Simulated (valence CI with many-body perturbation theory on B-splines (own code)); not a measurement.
# Cu22+: electric-dipole lines

Calculated by configuration interaction combined with many-body perturbation theory (CI+MBPT): five valence electrons over a frozen Dirac-Fock core [He], a basis of 11 s, 11 p, 10 d, 8 f, 5 g, 2 h functions for each j, with the one-electron correlation potential Σ1, the two-electron term Σ2, the three-electron term Σ3, Breit, model QED; selected CI, second order for the rest, scaled by the run's own slope (own B-spline code, finite nucleus).

No measured spectrum was set against this ion. As an estimate, levels of excited configurations hold to 0.05 to 0.15 % of their energy, terms of the ground configuration to about 0.5 %. Among the levels kept, up to 5500 cm⁻¹ of a level comes from second order outside the variational space, and about a tenth of that is noise between levels of different J, which matters for small intervals.

Lines 51 to 100 of 591 in falling wavelength, among levels below 1400.7 eV, chosen from the strongest by gf and those to the six lowest levels. Wavelengths and rates use the calculated energies, so an error of 800 cm⁻¹ moves a line at 35.28 nm by 0.28 % and its rate by three times that or more. Electric multipoles are in the length gauge with retardation, E1 and E2 with the static RPA response of the core. Weak lines are less certain than strong ones. Lines between different terms over intervals too small for the method are left out, as are lines whose strength nearly cancels. Where a level lies close to another of its J and parity, the split of strength between their lines is uncertain. The highest levels of a list are the least certain.

Names give the largest LS component (configuration and term), which can be under half, so a name can repeat, a term be missing and a line seem to break the LS rules; names also repeat where a configuration has a term twice. Letters in brackets count levels of one name in rising energy.

```csv
λ vac (nm),Upper,Lower,A (s⁻¹),log gf,Branch %
35.28,2s 2p3 3p 2P_3/2 [d],2s 2p3 3s 2P°_3/2 [b],2.99e+09,-0.65,0.1
35.27,2s 2p3 3p 2F_7/2 [b],2s 2p3 3s 2D°_5/2 [b],3.86e+09,-0.24,0.2
35.25,2s 2p3 3p 2D_5/2 [d],2s 2p3 3s 2P°_3/2 [b],3.42e+09,-0.42,0.1
35.11,2s2 2p2 3p 2P°_1/2 [c],2s2 2p2 3s 2S_1/2,3.59e+09,-0.88,3.1
35.06,2s 2p3 3p 4F_7/2,2s 2p3 3s 4D°_5/2,2.37e+09,-0.46,2.2
35.02,2s 2p3 3d 4G°_9/2,2s 2p3 3p 4F_7/2,2.57e+09,-0.33,22.9
34.99,2s 2p3 3p 2D_5/2 [b],2s 2p3 3s 2P°_3/2 [a],2.47e+09,-0.56,0.1
34.95,2s 2p3 3d 2D°_5/2 [a],2s 2p3 3p 4P_3/2 [b],9.64e+08,-0.97,0.0
34.95,2s 2p3 3p 4P_5/2 [d],2s 2p3 3s 4S°_3/2 [b],3.48e+09,-0.42,0.1
34.89,2s 2p3 3p 2D_3/2 [c],2s 2p3 3s 2D°_3/2 [b],2.20e+09,-0.79,0.1
34.85,2s2 2p2 3p 4D°_5/2,2s2 2p2 3s 4P_3/2,2.87e+09,-0.50,14.5
34.81,2s2 2p2 3d 2D_3/2 [a],2s2 2p2 3p 2P°_1/2 [a],1.36e+09,-1.00,0.0
34.81,2s 2p3 3d 4D°_7/2 [d],2s 2p3 3p 4P_5/2 [d],3.12e+09,-0.34,0.1
34.80,2s 2p3 3p 4D_5/2 [a],2s 2p3 3s 4D°_5/2,8.17e+08,-1.05,0.6
34.78,2s 2p3 3d 2D°_3/2 [d],2s 2p3 3p 2P_1/2 [c],1.83e+09,-0.88,0.0
34.61,2s2 2p2 3d 4F_9/2,2s2 2p2 3p 4D°_7/2,3.19e+09,-0.24,98.2
34.60,2s2 2p2 3p 4D°_7/2,2s2 2p2 3s 4P_5/2,3.73e+09,-0.27,18.6
34.57,2s 2p3 3p 4S_3/2,2s 2p3 3s 4P°_3/2,1.26e+09,-1.04,0.1
34.53,2s 2p3 3p 4P_1/2 [c],2s 2p3 3s 4P°_3/2,2.42e+09,-1.06,0.1
34.49,2s 2p3 3p 6P_7/2 [b],2s2 2p2 3p 2D°_5/2 [b],2.87e+09,-0.39,0.3
34.47,2s 2p3 3d 4F°_5/2 [a],2s 2p3 3p 4F_5/2,1.40e+09,-0.82,0.1
34.42,2s 2p3 3p 2P_3/2 [a],2s 2p3 3s 2P°_3/2 [a],3.60e+09,-0.59,0.1
34.39,2s 2p3 3d 4F°_7/2 [b],2s 2p3 3p 4D_5/2 [b],2.78e+09,-0.40,0.1
34.38,2s2 2p2 3p 2D°_5/2 [c],2s2 2p2 3s 2D_3/2,1.17e+09,-0.91,1.4
34.16,2s2 2p2 3p 2D°_3/2 [a],2s2 2p2 3s 2P_1/2,1.59e+09,-0.95,1.5
34.16,2s 2p3 3p 2P_3/2 [e],2s 2p3 3s 2P°_1/2 [b],3.19e+09,-0.65,0.3
34.11,2s2 2p2 3p 2F°_7/2,2s2 2p2 3s 2D_5/2,3.92e+09,-0.26,8.9
34.10,2s 2p3 3p 4F_9/2,2s 2p3 3s 4D°_7/2,4.55e+09,-0.10,28.7
34.01,2s 2p3 3p 4D_5/2 [a],2s 2p3 3s 4D°_3/2,2.81e+09,-0.53,2.1
33.96,2s2 2p2 3d 2G_9/2,2s2 2p2 3p 2F°_7/2,3.45e+09,-0.22,97.1
33.94,2s2 2p2 3d 4F_7/2,2s2 2p2 3p 4D°_5/2,2.93e+09,-0.39,0.4
33.94,2s 2p3 3d 4F°_9/2 [a],2s 2p3 3p 4D_7/2 [a],1.77e+09,-0.51,15.0
33.85,2s 2p3 3d 2F°_5/2 [c],2s 2p3 3p 2D_3/2 [c],1.55e+09,-0.80,0.0
33.83,2s 2p3 3d 4S°_3/2,2s 2p3 3p 4P_5/2 [b],1.54e+09,-0.97,0.0
33.77,2s 2p3 3d 2F°_7/2 [b],2s 2p3 3p 2D_5/2 [b],2.96e+09,-0.39,0.0
33.74,2s 2p3 3p 6P_7/2 [a],2s 2p3 3s 6S°_5/2,3.82e+09,-0.28,0.3
33.71,2s2 2p2 3p 2P°_1/2 [b],2s2 2p2 3s 2D_3/2,3.01e+09,-0.99,1.3
33.67,2s 2p3 3d 4P°_5/2,2s 2p3 3p 4S_3/2,2.26e+09,-0.64,0.1
33.60,2s2 2p2 3d 4F_5/2 [b],2s2 2p2 3p 4D°_5/2,8.17e+08,-1.08,0.0
33.52,2s2 2p2 3d 2D_5/2 [d],2s2 2p2 3p 2P°_3/2 [c],3.34e+09,-0.47,0.0
33.48,2s2 2p2 3d 2D_5/2 [b],2s2 2p2 3p 2D°_5/2 [c],1.31e+09,-0.88,0.0
33.47,2s2 2p2 3d 2F_5/2,2s2 2p2 3p 2D°_3/2 [a],2.74e+09,-0.56,0.0
33.42,2s 2p3 3d 2F°_7/2 [a],2s 2p3 3p 2D_5/2 [a],2.33e+09,-0.51,0.0
33.37,2s 2p3 3d 6D°_5/2,2s 2p3 3p 6P_5/2,2.17e+09,-0.66,0.5
33.33,2s 2p3 3p 2F_7/2 [a],2s 2p3 3s 4D°_7/2,9.44e+08,-0.90,0.0
33.24,2s 2p3 3d 6D°_7/2,2s 2p3 3p 6P_5/2,2.46e+09,-0.49,2.5
33.24,2s2 2p2 3d 4F_5/2 [a],2s2 2p2 3p 4D°_3/2 [a],3.53e+09,-0.46,0.0
33.20,2s 2p3 3d 2G°_9/2 [a],2s 2p3 3p 2F_7/2 [a],2.94e+09,-0.31,10.8
33.09,2s 2p3 3d 4D°_5/2 [b],2s 2p3 3p 4D_3/2 [b],1.28e+09,-0.90,0.0
33.04,2s2 2p2 3p 4D°_3/2 [a],2s2 2p2 3s 4P_1/2,3.94e+09,-0.59,7.2
```
